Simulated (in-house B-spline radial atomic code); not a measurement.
# Solving the quasi-particle equation for 4s up of Rb⁸⁺

Configuration [Ar] 3d10 4s1, highest spin, start Hartree-Fock. Computed with a B-spline radial code for spherical atoms: all electrons, scalar-relativistic (spin-free one-electron X2C), finite nucleus, each spin shell either full or empty, empty states to l = 9 with an (l + 1/2)⁻⁴ tail; G0W0 by contour deformation at full frequency.

At the mean-field level ε = -149.62 eV the matrix elements are Σx = -26.941 eV, v_xc = -26.941 eV and Σc(ε) = -1.783 eV, and the slope of the correlation self-energy is dΣc/dω = -0.0132. The quasi-particle energy solves E = ε + Σx − v_xc + Σc(E).

Question: What does the linearised equation give?

Answer: Z = 1/(1 − dΣc/dω) = 1/1.0132 = 0.9870. The first-order shift is Σx − v_xc + Σc(ε) = -26.941 − (-26.941) + (-1.783) = -1.783 eV, so E ≈ ε + Z × shift = -149.62 + 0.9870 × (-1.783) = -151.380 eV.

Question: How does that compare with the full solution and with static screening?

Answer: Solving the equation at full frequency dependence gives E = -151.379 eV, where Σc = -1.760 eV and the weight is 0.987; the linearised value is off by 0 meV. Leaving Z out would give -151.403 eV. Static COHSEX puts -3.156 eV in place of Σc and gives -152.776 eV, 1.40 eV deeper. The tabulated removal energy is 150.628 ± 0.025 eV (NIST, measured); the run leaves out spin-orbit coupling, Breit and QED terms.
